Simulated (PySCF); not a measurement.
CH5ClFNOSi. Atoms are numbered in the order given.

```xyz
11

C     -1.9727    -0.4132    -1.3336
O     -1.1779     0.5827    -0.7200
Si     0.2955     0.3223    -0.0557
N      1.4132    -0.2475    -1.2046
F      0.6845     1.7414     0.6091
Cl     0.2267    -1.0641     1.4691
H     -1.4120    -0.9548    -2.1155
H     -2.3318    -1.1477    -0.5919
H     -2.8442     0.0737    -1.7956
H      2.2223    -0.7888    -0.9196
H      1.5817     0.2720    -2.0608
```

Geometry optimised at B3LYP-D3(BJ)/def2-SVP. This is a generated structure with no PubChem entry under its InChIKey; it may be hypothetical. The values are those of a single conformer.

Method: PBE/pcSseg-1 (PySCF).

GIAO shieldings, no solvent; atoms listed in one row are averaged. δ = σ(ref) − σ: ¹³C against TMS (σ = 182.0 ppm); ¹⁷O against H2O (σ = 334.3 ppm); ²⁹Si against TMS (σ = 335.4 ppm); ¹⁵N against NH3 (σ = 267.0 ppm); ¹⁹F against CFCl3 (σ = 133.6 ppm); ³⁵Cl against HCl (σ = 936.5 ppm); ¹H against TMS (σ = 31.49 ppm), references at their B3LYP-D3(BJ)/def2-TZVP geometries, non-relativistic (without spin–orbit terms, shifts of atoms bonded to Cl or Br come out too high).

**Question.** Estimate the chemical shifts. (An estimate is asked for; the answer gives what the named calculation found.)

**Answer.** 
```
nucleus       atoms  count  δ (ppm)
-------  ----------  -----  -------
¹³C              C1      1     57.4
¹⁷O              O2      1     54.5
²⁹Si            Si3      1    -44.1
¹⁵N              N4      1     36.4
¹⁹F              F5      1   -144.1
³⁵Cl            Cl6      1     34.8
¹H       H7, H8, H9      3     4.11
¹H              H10      1     1.27
¹H              H11      1     1.08
```
